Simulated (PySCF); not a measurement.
A structure optimised at PBE0-D3(BJ)/def2-SVP (Å):
```
atom  x, y, z in Å
F1     1.3604    1.9004    0.1667
C2     0.3481    1.0579    0.2296
C3    -0.8905    1.2947    0.7278
Si4   -1.3963   -0.4513    0.3110
C5     0.4084   -0.3255   -0.2504
C6     1.3717   -1.0667   -0.8028
Cl7    2.9687   -0.5081   -1.1394
H8    -1.2614    2.2214    1.1633
H9    -2.4131   -0.6467   -0.7631
H10   -1.6780   -1.3892    1.4365
H11    1.2151   -2.1085   -1.0919
```

Neutral, closed shell.

**Question.** Read off the bonds between heavy atoms and their formal orders.

**Answer.** F1–C2 1.32 Å (single); C2–C3 1.36 Å (double); C3–Si4 1.86 Å (single); Si4–C5 1.89 Å (single); C5–C6 1.34 Å (double); C6–Cl7 1.73 Å (single); C2–C5 1.47 Å (single). Bonds to hydrogen (Å): C3–H8 1.09; Si4–H9 1.49; Si4–H10 1.49; C6–H11 1.09.

**Question.** Write the SMILES.

**Answer.** `FC1=C[SiH2]/C1=C/Cl`, C4H4ClFSi. Among its features: C=C double bond, C–F bond, C–Cl bond, Si–H bond and C–Si bond.

**Question.** What is the point group of this geometry?

**Answer.** Cs (every atom within 0.08 Å of its image).

**Question.** Which rings does it hold?

**Answer.** C2–C3–Si4–C5 (4 members, 0.00 Å rms from planarity).

**Question.** Classify the heavy atoms.

**Answer.** F1: vinyl fluorine; C2: vinylic C–F carbon; C3: alkene CH carbon; Si4: SiH2 silicon; C5: fully substituted alkene carbon; C6: vinylic C–Cl carbon; Cl7: vinyl chlorine.

**Question.** What is the arrangement about C5?

**Answer.** It has 3 neighbours (Si4, C6, C2) and is planar (angles 140.6°, 133.6° and 85.8°, sum 360.0°, 0.01 Å off the plane of its three neighbours).

**Question.** What is the arrangement about C2?

**Answer.** It has 3 neighbours (F1, C3, C5) and is planar (angles 127.4°, 123.8° and 108.8°, sum 360.0°, 0.00 Å off the plane of its three neighbours).

These are computed values.
